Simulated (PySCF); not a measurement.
**Bond curve of LiBi**

Set-up: Li def2-SVPD, Bi def2-SVPD with ECP60; scalar-relativistic core potentials (PySCF 2.14). Energies in eV from Li + Bi in their ground configurations at the same level. All curves are PBE0. state 1: ³Σ⁻ (triplet), unpaired electrons π ↑↑; state 2: Ms = 0 determinant of mixed spin (⟨S²⟩ near 1.0), unpaired electrons π ↑↓, a mixture of terms (⟨Lz²⟩ = 2.0), a second solution, started from another occupation; state 3: ³Π (triplet), unpaired electrons σ ↑, π ↑, a second solution, started from another occupation; state 4: singlet, one real π or δ orbital doubly filled, a mixture of terms (⟨Lz²⟩ = 2.0), a second solution, started from another occupation.

```csv
R (Å),state 1,state 2,state 3,state 4
2.312,-1.067,-0.772,-0.4257,0.0302
2.419,-1.268,-0.970,-0.5251,-0.1648
2.527,-1.379,-1.079,-0.5598,-0.2693
2.607,-1.419,-1.116,-0.5550,-0.3029
2.688,-1.429,-1.124,-0.5304,-0.3072
2.769,-1.418,-1.110,-0.4908,-0.2883
2.876,-1.376,-1.063,-0.4207,-0.2356
3.011,-1.293,-0.973,-0.3140,-0.1382
3.172,-1.167,-0.836,-0.1694,0.0081
3.387,-0.980,-0.627,0.0360,0.2292
```

Problem. Put a parabola through the three lowest points of the state 1 curve and estimate Re, k and ωe (reduced mass 6.788 u; 1 eV/Å² = 0.16022 mdyn/Å; ωe = 1302.8·√(k/μ) cm⁻¹).

Solution. Through R = 2.607, 2.688, 2.769 Å the second-order coefficient is 1.60 eV/Å², so Re ≈ 2.686 Å, k ≈ 0.513 mdyn/Å and ωe ≈ 358 cm⁻¹. A polynomial fit of higher order to the unrounded PBE0 energies gives Re = 2.683 Å, k = 0.560 mdyn/Å, ωe = 374 cm⁻¹; anharmonicity and rounding make the difference.

The higher-order fit for each curve: state 1: Re = 2.683 Å, ωe = 374 cm⁻¹, De = 1.43 eV; state 2: Re = 2.674 Å, ωe = 383 cm⁻¹, minimum 1.12 eV below the ground-state fragments; state 3: Re = 2.549 Å, ωe = 382 cm⁻¹, minimum 0.56 eV below the ground-state fragments; state 4: Re = 2.660 Å, ωe = 393 cm⁻¹, minimum 0.309 eV below the ground-state fragments.

Closed-shell solutions of metal pairs were not tested for spin polarisation, which can lower them a little. Spin–orbit coupling is left out, which matters for elements this heavy, above all for dissociation energies. The state was picked by a PBE0 search and need not be the measured ground state.
